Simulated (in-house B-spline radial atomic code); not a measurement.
A fraction x of an electron is removed from 2p in F, starting from [He] 2s2 2p5 and keeping the highest spin. Computed with a radial B-spline atomic code at the basis-set limit: scalar-relativistic (X2C) revTPSS, spin-polarised, spherical fractional occupations, Fermi nucleus of rms radius 2.8976 fm.

```json
{"x": "0", "E(x) - E(0) (eV)": "0.0000", "2p down level (eV)": "-10.171"}
{"x": "0.03", "E(x) - E(0) (eV)": "0.3114", "2p down level (eV)": "-10.591"}
{"x": "0.18", "E(x) - E(0) (eV)": "2.0604", "2p down level (eV)": "-12.742"}
{"x": "0.34", "E(x) - E(0) (eV)": "4.2881", "2p down level (eV)": "-15.119"}
{"x": "0.45", "E(x) - E(0) (eV)": "6.0434", "2p down level (eV)": "-16.800"}
{"x": "0.5", "E(x) - E(0) (eV)": "6.9027", "2p down level (eV)": "-17.576"}
{"x": "0.52", "E(x) - E(0) (eV)": "7.2574", "2p down level (eV)": "-17.889"}
{"x": "0.72", "E(x) - E(0) (eV)": "11.1519", "2p down level (eV)": "-21.075"}
{"x": "0.83", "E(x) - E(0) (eV)": "13.5687", "2p down level (eV)": "-22.872"}
{"x": "0.91", "E(x) - E(0) (eV)": "15.4513", "2p down level (eV)": "-24.198"}
{"x": "1", "E(x) - E(0) (eV)": "17.6969", "2p down level (eV)": "-25.707"}
```

The exact functional would give a straight line between the two integer points. Deviations E(x) - E(0) - x[E(1) - E(0)], in eV: -0.22 at x = 0.03, -1.125 at x = 0.18, -1.729 at x = 0.34, -1.92 at x = 0.45, -1.946 at x = 0.5, -1.945 at x = 0.52, -1.59 at x = 0.72, -1.12 at x = 0.83, -0.653 at x = 0.91.

The curve lies below the straight line by up to 1.946 eV (at x = 0.5): convex, the delocalisation error that favours fractional charges.

(1) How well does Slater's transition state (minus the level at half occupation) give the ionisation energy?

## Answers

(1) It gives 17.576 eV against 17.697 eV from the two total energies; NIST lists 17.42 eV, ground level to ground level.
